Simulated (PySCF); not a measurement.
C2H8AlAs.
SMILES with atom numbers: `[CH2:1]=[CH:2][AlH2-:3][AsH3+:4]` (hydrogens: H5, H6 on C1; H7 on C2; H8, H9 on Al3; H10, H11, H12 on As4)

Level of theory: PBE0-D3(BJ)/def2-SVP geometry optimisation, gas phase in PySCF.

(1) Give the optimised bond lengths and angles.

## Answers

(1) 
```tsv
bond	length (Å)	order
C1=C2	1.343	double
C2–Al3	1.972	single
Al3–As4	2.640	single
C1–H5	1.099	single
C1–H6	1.098	single
C2–H7	1.101	single
Al3–H8, Al3–H9	1.600	single
As4–H10, As4–H11, As4–H12	1.512	single
```

Bonds in one row agree within 0.01 Å and their mean is given. Orders are formal, as drawn. A selection of angles:
```tsv
angle	degrees
C2–C1–H5	123.2
C2–C1–H6	121.7
H5–C1–H6	115.1
C1–C2–Al3	122.2
C1–C2–H7	115.8
Al3–C2–H7	121.9
C2–Al3–As4	92.1
C2–Al3–H8	116.4
C2–Al3–H9	119.9
As4–Al3–H8	97.3
As4–Al3–H9	98.6
H8–Al3–H9	120.4
Al3–As4–H10	114.9
Al3–As4–H11	127.3
Al3–As4–H12	117.1
H10–As4–H11	97.4
```

Dihedral angles: C1–C2–Al3–As4 91° (anticlinal). The mirror-image conformer, all signs reversed, is as good.

Al3 (aluminium bonded to As, C and 2 H) has angles from 92.1° to 120.4°. As4 (arsenic bonded to Al and 3 H) has angles from 97.1° to 127.3°.

Point group: C1 (no symmetry element, even within 0.4 Å). No frequency check. One conformer, not necessarily the lowest.
